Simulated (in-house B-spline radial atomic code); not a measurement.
## RPA and G0W0 on HSE06: neutral strontium

Configuration [Kr] 5s2, mean-field start HSE06. Computed with an all-electron radial atomic-structure program (B-spline basis): all electrons, scalar-relativistic (spin-free one-electron X2C), finite nucleus, each spin shell either full or empty, empty states to l = 9 with an (l + 1/2)⁻⁴ tail; G0W0 by contour deformation at full frequency.

Command:
```bash
python run_gw.py task.json out
```
Settings (radii: box in bohr, nucleus in fm):
```
Z                        38
electrons                38
configuration            [Kr] 5s2
hamiltonian              x2c
method                   hse06
lmax                     9
rms_radius               4.224
spin_polarised           False
box_radius               40
intervals                73
ion_configuration        [Kr] 5s1
```

Cost of the run: 15 s on 1 thread of Arm Neoverse N1, with other jobs on the host.

Energies (hartree):

```
                                     term        value
                         mean-field total  -3178.95974
Hartree-Fock functional on these orbitals  -3177.34178
                      direct second order      -3.1397
                    second-order exchange      0.90947
                         SOSEX correction      0.83048
```

Problem. What is the RPA correlation energy, and what remains with SOSEX?

Solution. RPA gives -2.7227 hartree (-1.95 eV per electron); RPA + SOSEX gives -1.8922, and the second-order doubles -2.2302 hartree (no singles). SOSEX takes back 31 % of the RPA value.

Quasi-particle levels (eV):

| level | occupied | mean field | Σx - vxc | Σc | QP weight | G0W0 |
| --- | --- | --- | --- | --- | --- | --- |
| 5s | yes | -3.720 | -1.07 | ? | ? | ? |
| 5p | no | -1.196 | 2.09 | -1.14 | 0.792 | -0.246 |

G0W0 = mean field + (Σx - vxc) + Σc, with Σc (partial-wave tail included) taken at the quasi-particle energy. Only the outer levels were computed. Levels of low weight are left out.

Problem. Where does G0W0 put 5s?

Solution. At -5.783 eV, with Σc = -1.00 eV and a quasi-particle weight of 0.797. The tabulated removal energy is 5.695 eV (NIST, measured); the calculation leaves out spin-orbit coupling, Breit and QED terms, and what these don't explain is the method's own error.

Problem. What does it cost to remove one electron (to [Kr] 5s1) by differences of total energies, each species on its own start (correlation terms add to the Hartree-Fock functional)?

Solution. HSE06 5.621 eV, Hartree-Fock functional 4.727 eV, + RPA 6.043 eV, + RPA + SOSEX 5.725 eV, + second order 6.455 eV. Tabulated: 5.695 eV (NIST, measured); the calculation leaves out spin-orbit coupling, Breit and QED terms, and what these don't explain is the method's own error.
